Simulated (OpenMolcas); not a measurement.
# C I: thermal populations, worked from levels

* Program: OpenMolcas 26.06
* Basis: ANO-R2 [4s4p2d1f]
* Scalar Hamiltonian: X2C, finite nucleus
* Active space: 2 electrons in 3 orbitals (2p)
* State averaging: 2S+1 = 3 even, 3 roots; 2S+1 = 1 even, 6 roots
* Spin-orbit coupling: RASSI with atomic mean-field integrals over the reference wave functions, term energies averaged over their components

Methods: CASSCF; SS-CASPT2, IPEA 0.25 Eh, imaginary shift 0.1 Eh (closed shells correlated: 1s 2s). Measured levels: NIST Handbook of Basic Atomic Spectroscopic Data.

**Thermal populations.** Z = Σ (2J + 1) exp(-E/kT) with k = 0.695035 cm-1/K, over the levels below. No other level of either list lies under 33700 cm-1, which is above 7 kT at each temperature.

```json
{"Level": "2s² 2p² ³P₀", "2J + 1": "1", "SS-CASPT2": "0.0", "measured": "0.0"}
{"Level": "2s² 2p² ³P₁", "2J + 1": "3", "SS-CASPT2": "15.5", "measured": "16.4"}
{"Level": "2s² 2p² ³P₂", "2J + 1": "5", "SS-CASPT2": "46.2", "measured": "43.4"}
{"Level": "2s² 2p² ¹D₂", "2J + 1": "5", "SS-CASPT2": "10270", "measured": "10193"}
{"Level": "2s² 2p² ¹S₀", "2J + 1": "1", "SS-CASPT2": "23100", "measured": "21648"}
```

| T (K) | Z, SS-CASPT2 | Z, measured levels | Ground level (%), SS-CASPT2 | Ground level (%), measured levels |
| --- | --- | --- | --- | --- |
| 2000 | 8.806 | 8.814 | 11.4 | 11.3 |
| 3000 | 8.905 | 8.911 | 11.2 | 11.2 |
| 5000 | 9.182 | 9.192 | 10.9 | 10.9 |

At 5000 K, kT = 3475 cm-1, and the computed levels give Z = 1.000 + 2.987 + 4.934 + 0.260 + 0.001 = 9.182.

CASPT2 does not keep the components of a term degenerate, so their means are used; among the terms shown or strongly mixed into the levels shown the widest spread is 83 cm-1 (2s² 2p² ¹D, SS-CASPT2). With the s shell closed, the reference lacks s² → p² mixing. Without dynamic correlation excited terms often stand tens of per cent too high (terms of higher spin than the ground term too low), and those without a measured partner can miss by more than the paired ones (holds for CASSCF). Computed and measured levels are paired by configuration, term and J; levels that our copy of the source lacks, or whose pairing is in doubt (as where it misses far off the trend of its configuration), stay unpaired and out of the deviations. Levels of configurations outside the active space are missing.
